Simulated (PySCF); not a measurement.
# SnBr: mean field, correlation and small terms against distance

State: ²Π, doublet, unpaired electrons π ↑. ROHF-based CCSD(T) in PySCF 2.14 with Sn cc-pwCVDZ-PP with ECP28, Br aug-cc-pVDZ-PP with ECP10 and Sn cc-pwCVTZ-PP with ECP28, Br aug-cc-pVTZ-PP with ECP10 (frozen core orbitals: 13; scalar-relativistic core potentials). Correlation energies are extrapolated as n⁻³ (n = 2, 3), Hartree–Fock as (n+1)·exp(−9√n). All energies in eV from Sn + Br.

| R (Å) | HF/CBS | CCSD corr. | (T) | total |
| --- | --- | --- | --- | --- |
| 2.2290 | -1.721 | -0.957 | -0.1408 | -2.820 |
| 2.3303 | -2.166 | -0.914 | -0.1429 | -3.223 |
| 2.4317 | -2.385 | -0.877 | -0.1453 | -3.407 |
| 2.5330 | -2.448 | -0.846 | -0.1479 | -3.442 |
| 2.6343 | -2.406 | -0.818 | -0.1505 | -3.374 |
| 2.7610 | -2.257 | -0.788 | -0.1537 | -3.199 |
| 2.8876 | -2.045 | -0.762 | -0.1569 | -2.964 |

A fit to the total gives Re = 2.5107 Å, De = 3.444 eV, ωe = 247.0 cm⁻¹, Be = 0.05619 cm⁻¹ (masses 119.9022 and 78.9183 u).

Q: At R = 2.5330 Å the CCSD correlation energy is -0.453370 hartree in the smaller basis and -0.670989 in the larger. Extrapolate it.

A: (3³·E3 − 2³·E2)/(3³ − 2³) = -0.76262 hartree; the larger basis holds 88.0 % of it.

The T1 diagnostic is 0.017. The state was picked by a PBE0 search and need not be the measured ground state. Spin–orbit coupling, excitations beyond (T) and corrections to the Born–Oppenheimer picture are left out, and spin–orbit coupling matters for open p, d or f shells this heavy.
